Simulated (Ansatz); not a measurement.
MgI2. The state is a singlet with charge 0. Geometry r2SCAN-D4/def2-TZVP; atoms count from 1.

```xyz
3

Mg   -2.721   -0.270    0.381
I     2.827    0.282   -0.396
I    -0.106   -0.012    0.015
```

In the def2 sets I takes a core potential; there is no spin–orbit coupling. The restricted singlet is unstable towards broken spin symmetry in Hartree–Fock (as tested in another run); at PBE0-D4/def2-TZVP this wasn't settled. In the singlet, I2 and I3 lie 2.98 Å apart (atoms count from 1), so these atoms are partly bonded to each other. Another isomer (singlet) lies 3.11 eV lower at PBE0-D4/def2-TZVP; other spin states weren't run for this one.

Question: Estimate the Mulliken populations from the PBE0/def2-TZVP orbitals of Ansatz.

Answer: 
```
atom  charge (e)
 Mg1        0.40
  I2       -0.29
  I3       -0.11
```
Mulliken values and Mayer orders depend strongly on the basis.

Question: And the Mayer bond orders between bonded heavy atoms (over 0.3)?

Answer: Mg1–I3 0.97 (2.65 Å); I2–I3 0.56 (2.98 Å). Values over 0.3 also appear between atoms too far apart for a bond (Mg1–I2 0.44 at 5.63 Å); they arise where an orbital or an unpaired electron spreads over both atoms.
